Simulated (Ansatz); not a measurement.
One change: `CBC(N)[SiH3]` becomes `NC[SiH3]`.

Ansatz, PBE0-D4/def2-TZVP geometries, multiplicity 1. Each molecule was computed in one conformer, which needn't be the lowest.

| property | `CBC(N)[SiH3]` |
| --- | --- |
| HOMO–LUMO gap (PBE/def2-TZVPP) / eV | 3.86 |
| LUMO energy (PBE0/def2-TZVPP) / eV | -0.78 |
| size of the dipole moment (B3LYP/def2-TZVPP) / D | 1.62 |
| zero-point energy (PBE0-D4/def2-TZVP) / kJ/mol | 310.5 |
| LUMO energy (PBE/def2-TZVPP) / eV | -1.72 |
| HOMO energy (B3LYP/def2-TZVPP) / eV | -6.73 |

Give the same properties after the change, and the shifts. (Best estimate.)

Computed: 
```json
{"property": "HOMO–LUMO gap (PBE/def2-TZVPP) / eV", "`NC[SiH3]`": "5.29", "shift": "1.43"}
{"property": "LUMO energy (PBE0/def2-TZVPP) / eV", "`NC[SiH3]`": "0.62", "shift": "1.40"}
{"property": "size of the dipole moment (B3LYP/def2-TZVPP) / D", "`NC[SiH3]`": "1.61", "shift": "-0.01"}
{"property": "zero-point energy (PBE0-D4/def2-TZVP) / kJ/mol", "`NC[SiH3]`": "207.8", "shift": "-102.7"}
{"property": "LUMO energy (PBE/def2-TZVPP) / eV", "`NC[SiH3]`": "-0.20", "shift": "1.52"}
{"property": "HOMO energy (B3LYP/def2-TZVPP) / eV", "`NC[SiH3]`": "-6.73", "shift": "0.00"}
```

The zero-point energy changes by -102.7 kJ/mol with -15 modes. Dipoles are sizes alone; their direction can turn.

Positive LUMOs are unbound, so they and the gaps depend on the basis.

B3LYP here is the variant with VWN-RPA as its local correlation; programs differ in this.
